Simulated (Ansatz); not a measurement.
The same molecule with X = C, Si, Ge, Sn. Ansatz, PBE0-D4/def2-TZVP geometries, multiplicity 1.

Elements past krypton have def2 core potentials. Scalar relativity is left out up to krypton.

```tsv
X	molecule	mean X–H bond length / Å	mean X–N bond length / Å	HOMO energy (PBE/def2-TZVPP) / eV	LUMO energy (B3LYP/def2-TZVPP) / eV	HOMO energy (PBE0/def2-TZVPP) / eV
C	CH₃NH₂	1.095	1.453	-5.27	0.78	-6.79
Si	`N[SiH3]`	1.489	1.720	-6.00	0.05	-7.42
Sn	`[NH2][SnH3]`	1.708	2.032	-5.80	-0.47	-7.21
```

(1) Give the row for X = Ge, `[NH2][GeH3]`. (Best estimate.)

Results:

(1) The calculation gave: 
```csv
X,molecule,mean X–H bond length / Å,mean X–N bond length / Å,HOMO energy (PBE/def2-TZVPP) / eV,LUMO energy (B3LYP/def2-TZVPP) / eV,HOMO energy (PBE0/def2-TZVPP) / eV
Ge,`[NH2][GeH3]`,1.540,1.843,-5.88,0.11,-7.33
```

From C to Sn the mean X–H bond length rises at each step, by 0.613 Å in all; the mean X–N bond length rises at each step, by 0.579 Å in all; the HOMO energy (PBE/def2-TZVPP) isn't monotonic: highest at C, lowest at Si; the LUMO energy (B3LYP/def2-TZVPP) isn't monotonic: highest at C, lowest at Sn; the HOMO energy (PBE0/def2-TZVPP) isn't monotonic: highest at C, lowest at Si. Bonds lengthen as the atom grows down the group.

B3LYP here is the variant with VWN-RPA as its local correlation; programs differ in this.
